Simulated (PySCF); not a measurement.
Job file and geometry (Å, from GFN2-xTB) of an NMR shielding run on SMILES C/C=C1\[SiH2][C@@H](CC#N)[C@@H]1F, C₇H₁₀FNSi, GIAO PBE0/pcSseg-1 NMR shielding, non-relativistic, gas phase in PySCF 2.14.0, density-fitted response routines; density fitting, a coarse starting grid and PySCF grid level 2 are the driver's defaults:

```
$ OMP_NUM_THREADS=1 python probes_run.py task.json out

{"job": {"kind": "nmr", "xc": "PBE0", "basis": "pcSseg-1"}, "charge": 0, "multiplicity": 1}
C      3.331647     0.092180    -0.623788
C      2.245948    -0.327853     0.302819
C      0.953597    -0.186881     0.047039
Si    -0.152477     0.623806    -1.252661
C     -1.299481     0.297396     0.263324
C     -2.634490    -0.425441     0.084626
C     -3.541795     0.391915    -0.675673
N     -4.240024     1.060453    -1.286344
C     -0.206007    -0.534910     0.953783
F     -0.009895    -0.192699     2.276721
H      3.946742     0.859562    -0.154604
H      2.916169     0.484586    -1.549189
H      3.980479    -0.753301    -0.849769
H      2.567215    -0.766076     1.242103
H      0.073965     2.021333    -1.600066
H     -0.466777    -0.211596    -2.410926
H     -1.463993     1.203974     0.850249
H     -2.487962    -1.368192    -0.452197
H     -3.092170    -0.647284     1.055185
H     -0.425840    -1.610294     0.956935
```

**Question.** Write the output of this run.

**Answer.** 
```
coarse grid: 17576 points
cycle   1  E = -715.9609362327  dE =  1.333e+00  |g| = 6.657e-01  |ddm| = 4.184e+00
cycle   2  E = -715.8107375110  dE =  1.502e-01  |g| = 1.103e+00  |ddm| = 1.574e+00
cycle   3  E = -716.0468622582  dE = -2.361e-01  |g| = 2.299e-01  |ddm| = 1.011e+00
cycle   4  E = -716.0577552957  dE = -1.089e-02  |g| = 6.384e-02  |ddm| = 1.977e-01
cycle   5  E = -716.0585493391  dE = -7.940e-04  |g| = 1.645e-02  |ddm| = 5.839e-02
cycle   6  E = -716.0585995574  dE = -5.022e-05  |g| = 3.990e-03  |ddm| = 1.749e-02
cycle   7  E = -716.0586028219  dE = -3.264e-06  |g| = 1.050e-03  |ddm| = 4.626e-03
final grid: 166704 points
cycle   8  E = -716.1242075186  dE = -4.660e-05  |g| = 9.000e-03  |ddm| = 3.635e-02
cycle   9  E = -716.1241965863  dE =  1.093e-05  |g| = 1.170e-02  |ddm| = 1.951e-02
cycle  10  E = -716.1242274076  dE = -3.082e-05  |g| = 1.348e-03  |ddm| = 1.105e-02
cycle  11  E = -716.1242277137  dE = -3.060e-07  |g| = 3.337e-04  |ddm| = 1.389e-03
cycle  12  E = -716.1242277311  dE = -1.746e-08  |g| = 1.687e-04  |ddm| = 3.752e-04
cycle  13  E = -716.1242277376  dE = -6.512e-09  |g| = 5.039e-05  |ddm| = 1.604e-04
cycle  14  E = -716.1242277381  dE = -4.798e-10  |g| = 2.057e-05  |ddm| = 5.424e-05
converged SCF energy = -716.1242277381

GIAO shielding tensors (ppm)
atom      isotropic    diamagn.    paramagn.     s11        s22        s33       span
  0 C      162.535     249.349     -86.814    148.384    155.764    183.456     35.072
  1 C       32.766     254.173    -221.407    -89.589     24.929    162.957    252.546
  2 C       44.791     265.889    -221.098    -46.463     55.797    125.040    171.503
  3 Si     406.289     883.597    -477.309    361.891    416.620    440.355     78.465
  4 C      152.917     258.548    -105.631    137.830    139.878    181.042     43.212
  5 C      167.128     245.732     -78.604    150.948    168.648    181.789     30.842
  6 C       62.450     258.374    -195.924    -56.837    -49.291    293.479    350.317
  7 N      -29.871     339.057    -368.929   -200.288   -189.952    300.626    500.913
  8 C       87.980     244.242    -156.261     60.556     83.209    120.176     59.620
  9 F      341.759     475.185    -133.426    291.722    359.418    374.136     82.414
 10 H       29.620      27.797       1.823     26.107     27.089     35.665      9.558
 11 H       30.018      30.953      -0.935     26.024     30.987     33.044      7.020
 12 H       29.609      27.445       2.164     26.085     27.050     35.694      9.608
 13 H       24.688      32.574      -7.886     21.887     23.080     29.095      7.208
 14 H       26.675      31.336      -4.661     23.404     24.889     31.732      8.329
 15 H       27.113      31.184      -4.071     24.227     25.762     31.351      7.123
 16 H       29.391      34.103      -4.712     26.206     29.719     32.248      6.042
 17 H       29.473      28.474       0.999     25.459     28.981     33.980      8.522
 18 H       28.809      26.085       2.723     23.626     28.022     34.778     11.152
 19 H       26.681      32.530      -5.849     24.788     27.617     27.637      2.848
```

**Question.** Turn these shieldings into chemical shifts. δ = σ(ref) − σ, references computed at the same level: TMS for $^{13}$C (186.93 ppm), $^{29}$Si (349.16 ppm), $^{1}$H (31.72 ppm); NH3 for $^{15}$N (267.73 ppm); $^{19}$F (170.95 ppm) vs CFCl3.

**Answer.** Averaging equivalent atoms: C 1: 154.2; C 2: 142.1; C 6: 124.5; C 8: 98.9; C 4: 34.0; C 0: 24.4; C 5: 19.8; Si 3: -57.1; N 7: 297.6; F 9: -170.8; H 13: 7.03; H 14: 5.04; H 19: 5.04; H 15: 4.60; H 18: 2.91; H 16: 2.33; H 17: 2.24; H 10/11/12: 1.97 ppm. Unscaled 19F shifts against computed CFCl3 carry errors that often reach 10 to 50 ppm. Experimental scales use liquid or dissolved standards, which lie at an offset from isolated NH3 (liquid NH3: subtract about 20 ppm). Unscaled 15N shifts of sp2 nitrogen come out 20 to 40 ppm too high even then.

Size and cost of the density-fitted run: 227 basis functions, 56 s wall time on 1 thread of an Arm Neoverse V1, shared host; peak memory 1.1 GiB.
